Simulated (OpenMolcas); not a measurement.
# neutral oxygen: effect of the IPEA shift

| Property | Result |
| --- | --- |
| Program | OpenMolcas 26.06 |
| Basis | ANO-R3 [4s4p2d1f] |
| Scalar Hamiltonian | X2C, finite nucleus |
| Active space | 6 electrons in 4 orbitals (2s 2p) |
| State averaging | 2S+1 = 3 even, 3 roots; 2S+1 = 1 even, 6 roots |
| Spin-orbit coupling | state interaction with AMFI integrals over the reference wave functions, term energies averaged over their components |

Methods on the same reference wave functions:
A. CASSCF
B. SS-CASPT2, IPEA 0 Eh, imaginary shift 0.1 Eh (closed shells correlated: 1s)
C. SS-CASPT2, IPEA 0.25 Eh, imaginary shift 0.1 Eh (closed shells correlated: 1s)

Energies in cm-1 above 2s2 2p4 3P2, the measured ground level; measured values from NIST Handbook of Basic Atomic Spectroscopic Data.

| Level | A | B | C | Measured |
| --- | --- | --- | --- | --- |
| 2s2 2p4 3P2 | 0.0 | 0.0 | 0.0 | 0.0 |
| 2s2 2p4 3P1 | 148 | 148 | 148 | 158 |
| 2s2 2p4 3P0 | 221 | 221 | 221 | 227 |
| 2s2 2p4 1D2 | 17661 | 16010 | 15770 | 15868 |
| 2s2 2p4 1S0 | 31907 | 33320 | 33070 | 33793 |

Deviations, from unrounded energies. A percentage is the sum of absolute deviations over the sum of measured energies, with the sign that they share, or ± where signs differ.

| Against measurement | Levels | A | B | C |
| --- | --- | --- | --- | --- |
| mean absolute deviation (cm-1) | 4 | 920 | 160 | 210 |
| fine structure of the ground term (%) | 2 | -4.3 | -4.2 | -4.2 |
| other terms of the ground configuration (%) | 2 | ±7.4 | ±1.2 | -1.7 |

B lies closest to measurement on these levels and A furthest from it. The largest miss of B in the table is 2s2 2p4 1S0, by -470 cm-1. The ranking rests on the paired levels alone, and a cruder setting can come out closer through cancelling errors.

Between B and C the level of the table that moves most is 2s2 2p4 1S0, by 250 cm-1 (lowest in C, highest in B). Moves below CASPT2's spread within the term are not significant.

The mean deviations of B to C differ by less than CASPT2's widest spread within a term (81 cm-1), so their order carries little weight.

From A to B the spin-free energies of the other terms of 2s2 2p4 shown, above 3P, scale by factors of 0.91 to 1.04.

The lowest spin-free term lies below A's lowest term by 0.177 hartree in B, 0.172 hartree in C.

CASPT2 breaks the degeneracy within a term, and the mean is taken; among the terms shown or strongly mixed into the levels shown the widest spread is 81 cm-1 (2s2 2p4 1D, C). Without dynamic correlation excited terms often stand tens of per cent too high (terms of higher spin than the ground term too low), and those without a measured partner can miss by more than the paired ones (holds for A). Measured partners are found by configuration, term and J. A level has none where our copy of the source lacks it or the pairing is in doubt (some pairs that miss far off the trend of their configuration count as doubtful), and it then counts in no deviation. Levels of configurations outside the active space are missing.
